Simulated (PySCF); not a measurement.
A calculated (UHF, PySCF 2.14, Sapporo-DZP-2012, the spin-free X2C one-electron Hamiltonian (Gaussian nucleus)) atom or ion has these occupied shells.

```json
{"shell": "1s α", "electrons": "1", "orbital energy (eV)": "-718.92", "rms radius, mean of both spins (bohr)": "0.204"}
{"shell": "1s β", "electrons": "1", "orbital energy (eV)": "-717.66", "rms radius, mean of both spins (bohr)": "0.204"}
{"shell": "2s α", "electrons": "1", "orbital energy (eV)": "-45.297", "rms radius, mean of both spins (bohr)": "1.10"}
{"shell": "2s β", "electrons": "1", "orbital energy (eV)": "-40.077", "rms radius, mean of both spins (bohr)": "1.10"}
{"shell": "2p α", "electrons": "3", "orbital energy (eV)": "-20.496", "rms radius, mean of both spins (bohr)": "1.22"}
{"shell": "2p β", "electrons": "2", "orbital energy (eV)": "-18.142", "rms radius, mean of both spins (bohr)": "1.22"}
```

Problem. Name the element and its charge.

Solution. F (fluorine, neutral), in [He] 2s2 2p5, 2P determinant.
